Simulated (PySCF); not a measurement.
PySCF job for C2H2F2Si, SMILES C#C[SiH](F)F, PBE0/pcSseg-1. Geometry: PBE-D3(BJ)/def2-SVP.

```python
import numpy as np
from pyscf import gto, scf, dft
from pyscf.prop.nmr import rks as nmr

mol = gto.M(
    atom='''
    Si   -0.44675557   -0.36366164   -0.00000000
    F    -1.11269160    0.33209537    1.30897190
    F    -1.11269160    0.33209537   -1.30897190
    C     1.34495823   -0.03726051   -0.00000000
    C     2.55979353    0.14101132    0.00000000
    H    -0.77607331   -1.81319468   -0.00000001
    H     3.63058941    0.30423621    0.00000000
    ''',
    basis='pcSseg-1',
    charge=0,
    spin=0,
    max_memory=1600,
    verbose=3,
)
mf = dft.RKS(mol, xc='pbe0')
mf.grids.level = 3
mf.conv_tol = 1e-10
mf.max_cycle = 100
mf.kernel()
n = nmr.NMR(mf)
n.verbose = 2
n.max_cycle_cphf = 60
sigma = n.kernel()
print('atom   isotropic/ppm   span/ppm')
for i, s in enumerate(sigma):
    w = np.linalg.eigvalsh((s + s.T) / 2)
    print(f'{mol.atom_symbol(i):2s}{i + 1:3d} {w.mean():14.3f} {w[2] - w[0]:11.3f}')
```

Output:

```
converged SCF energy = -566.210936799495
atom   isotropic/ppm   span/ppm
Si  1        395.268      32.548
F   2        318.492     143.242
F   3        318.492     143.242
C   4        100.303     284.854
C   5         80.178     257.507
H   6         26.327       8.748
H   7         28.594      14.344
```

The calculation finished and met its thresholds.
